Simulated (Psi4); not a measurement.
H4AlAs, singlet, at the geometry of the source list; PBE/cc-pV(D+d)Z run with Psi4 1.11.

Input for Psi4:
```
memory 2 GB

molecule {
0 1
  Al   -0.80930000   -0.08330000   -0.38820000
  As    1.56970000    0.22480000   -0.37650000
  H     1.43630000   -0.91520000    0.63740000
  H     1.20590000    1.18360000    0.74150000
  H    -1.77620000    0.83790000    0.41490000
  H    -1.62650000   -1.24790000   -1.02920000
}

set basis cc-pv(d+d)z

energy('pbe')
print_variables()
```

Output, abridged:

```
   => Loading Basis Set <=

    Name: CC-PV(D+D)Z
    Role: ORBITAL
    Keyword: BASIS

         ---------------------------------------------------------
                                   SCF
               by Justin Turney, Rob Parrish, Andy Simmonett
                          and Daniel G. A. Smith
                              RKS Reference
         ---------------------------------------------------------

  ==> Geometry <==

    Molecular point group: c1
    Full point group: C1

    Geometry (in Angstrom), charge = 0, multiplicity = 1:

       Center              X                  Y                   Z               Mass
    ------------   -----------------  -----------------  -----------------  -----------------
         AL          -1.706098274475    -0.219724992656    -0.030321740422    26.981538530000
         AS           0.672901725525     0.088375007344    -0.018621740422    74.921594570000
         H            0.539501725525    -1.051624992656     0.995278259578     1.007825032230
         H            0.309101725525     1.047175007344     1.099378259578     1.007825032230
         H           -2.672998274475     0.701475007344     0.772778259578     1.007825032230
         H           -2.523298274475    -1.384324992656    -0.671321740422     1.007825032230

  Running in c1 symmetry.

  Rotational constants: A =      2.17214  B =      0.12884  C =      0.12575 [cm^-1]
  Rotational constants: A =  65119.20364  B =   3862.65857  C =   3769.92366 [MHz]
  Nuclear repulsion =  142.558430803285717

  Charge       = 0
  Multiplicity = 1
  Electrons    = 50
  Nalpha       = 25
  Nbeta        = 25

  ==> Algorithm <==

  SCF Algorithm Type is DF.
  DIIS enabled.
  MOM disabled.
  Fractional occupation disabled.
  Guess Type is SAD.
  Energy threshold   = 1.00e-06
  Density threshold  = 1.00e-06
  Integral threshold = 1.00e-12

  ==> Primary Basis <==

  Basis Set: CC-PV(D+D)Z
    Blend: CC-PV(D+D)Z
    Number of shells: 32
    Number of basis functions: 70
    Number of Cartesian functions: 74
    Spherical Harmonics?: true
    Max angular momentum: 2

  ==> DFT Potential <==

   => LibXC <=

    Version 7.1.2
    S. Lehtola, C. Steigemann, M. J. T. Oliveira, and M. A. L. Marques,  SoftwareX 7, 1–5 (2018) (10.1016/j.softx.2017.11.002)

   => Composite Functional: PBE <=

    PBE GGA Exchange-Correlation Functional

    J.P. Perdew et. al., Phys. Rev. Lett., 77(18), 3865-3868, 1996

    Deriv               =              1
    GGA                 =           TRUE
    Meta                =          FALSE

    Exchange Hybrid     =          FALSE
    MP2 Hybrid          =          FALSE

   => Exchange Functionals <=

    1.0000     XC_GGA_X_PBE

   => Correlation Functionals <=

    1.0000     XC_GGA_C_PBE

   => LibXC Density Thresholds  <==

    XC_GGA_C_PBE:  1.00E-12
    XC_GGA_X_PBE:  1.00E-15

   => Molecular Quadrature <=

    Radial Scheme          =       TREUTLER
    Pruning Scheme         =           NONE
    Nuclear Scheme         =       TREUTLER

    Blocking Scheme        =         OCTREE
    BS radius alpha        =              1
    Pruning alpha          =              1
    Radial Points          =             75
    Spherical Points       =            302
    Total Points           =         130527
    Total Blocks           =           1025
    Max Points             =            256
    Max Functions          =             70
    Weights Tolerance      =       1.00E-15

   => Loading Basis Set <=

    Name: (CC-PV(D+D)Z AUX)
    Role: JKFIT
    Keyword: DF_BASIS_SCF

  ==> Integral Setup <==

  SCF_SUBTYPE=INCORE selected. In-core MEM_DF algorithm will be used.
  Using in-core AOs.

  ==> MemDFJK: Density-Fitted J/K Matrices <==

    J tasked:                   Yes
    K tasked:                    No
    wK tasked:                   No
    Algorithm:                 Core
    Schwarz Cutoff:           1E-12
    Mask sparsity (%):       0.0000
    Fitting Condition:        1E-10

   => Auxiliary Basis Set <=

  Basis Set: (CC-PV(D+D)Z AUX)
    Blend: CC-PVDZ-JKFIT
    Number of shells: 119
    Number of basis functions: 375
    Number of Cartesian functions: 439
    Spherical Harmonics?: true
    Max angular momentum: 3

  Minimum eigenvalue in the overlap matrix is 1.3226815101E-02.
  Reciprocal condition number of the overlap matrix is 3.0865193020E-03.
    Using symmetric orthogonalization.

  ==> Pre-Iterations <==

  SCF Guess: Superposition of Atomic Densities via on-the-fly atomic UHF (no occupation information).

   -------------------------
    Irrep   Nso     Nmo
   -------------------------
     A         70      70
   -------------------------
    Total      70      70
   -------------------------

  ==> Iterations <==

                           Total Energy        Delta E     RMS |[F,P]|

   @DF-RKS iter SAD: -2477.02529429935885   -2.47703e+03   0.00000e+00
   @DF-RKS iter   1: -2479.49364997773364   -2.46836e+00   1.65991e-02 DIIS/ADIIS
   @DF-RKS iter   2: -2478.78562399720659    7.08026e-01   2.27556e-02 DIIS/ADIIS
   @DF-RKS iter   3: -2480.10634209434920   -1.32072e+00   3.48701e-03 DIIS/ADIIS
   @DF-RKS iter   4: -2480.15221522479442   -4.58731e-02   2.08167e-03 DIIS/ADIIS
   @DF-RKS iter   5: -2480.17263459631022   -2.04194e-02   2.72838e-04 DIIS/ADIIS
   @DF-RKS iter   6: -2480.17292724030403   -2.92644e-04   7.05496e-05 DIIS
   @DF-RKS iter   7: -2480.17294798904823   -2.07487e-05   1.71938e-05 DIIS
   @DF-RKS iter   8: -2480.17294923756663   -1.24852e-06   4.71060e-06 DIIS
   @DF-RKS iter   9: -2480.17294934042320   -1.02857e-07   5.65257e-07 DIIS
  Energy and wave function converged.

  ==> Post-Iterations <==

   Electrons on quadrature grid:
      Ntotal   =   50.0000077965 ; deviation = 7.797e-06

    Orbital Energies [Eh]
    ---------------------

    Doubly Occupied:

[...]
      25A     -0.234469

    Virtual:

[...]
    Final Occupation by Irrep:
              A
    DOCC [    25 ]
    NA   [    25 ]
    NB   [    25 ]

  @DF-RKS Final Energy: -2480.17294934042320

   => Energetics <=

    Nuclear Repulsion Energy =            142.5584308032857166
    One-Electron Energy =               -3737.3611795359056487
    Two-Electron Energy =                1217.2709396835302869
    DFT Exchange-Correlation Energy =    -102.6411402913335422
    Empirical Dispersion Energy =           0.0000000000000000
    VV10 Nonlocal Energy =                  0.0000000000000000
    Total Energy =                      -2480.1729493404232016

Computation Completed

Properties will be evaluated at   0.000000,   0.000000,   0.000000 [a0]

Properties computed using the SCF density matrix

 Multipole Moments:

 ------------------------------------------------------------------------------------
     Multipole            Electronic (a.u.)      Nuclear  (a.u.)        Total (a.u.)
 ------------------------------------------------------------------------------------

 L = 1.  Multiply by 2.5417464519 to convert [e a0] to [Debye]
 Dipole X            :          8.3364715           -8.1659105            0.1705610
 Dipole Y            :          1.2338884           -1.1855190            0.0483694
 Dipole Z            :         -2.2258401            2.2438853            0.0180453
 Magnitude           :                                                    0.1782030

 ------------------------------------------------------------------------------------

  Variable Map:
  ----------------------------------------------------------------------------
[...]
  Array Variable Map:
  ----------------------------------------------------------------------------
[...]
[...]
```
